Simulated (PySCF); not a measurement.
Delta-SCF ions had no search for a lower state. Excitations are Tamm–Dancoff values on a coarser integration grid. The basis has no diffuse functions, so Rydberg states are missing or too high.

Cartesian coordinates (Å):
SMILES: [SiH3]C1C=C1
```xyz
10

Si     1.4316    -0.3139     0.0057
C     -0.3365    -0.1209     0.6135
C     -1.5304    -0.1928    -0.3354
C     -1.2500     0.9913     0.1043
H      2.3894     0.4625     0.8592
H      1.5266     0.1865    -1.4026
H      1.8658    -1.7489     0.0380
H     -0.5078    -0.4641     1.6470
H     -2.1389    -0.8552    -0.9394
H     -1.4498     2.0556     0.1413
```
Charge 0, multiplicity 1.

Q: What S1 oscillator strength, T1 excitation (TDA) and vertical ionisation energy (Delta-SCF) does PySCF 2.14.0 with PBE-D3(BJ)/def2-TZVP give?

A: 
The S1 oscillator strength comes out as 0.021 and the T1 excitation (TDA) is 3.71 eV. The vertical ionisation energy (Delta-SCF) comes out as 9.04 eV.
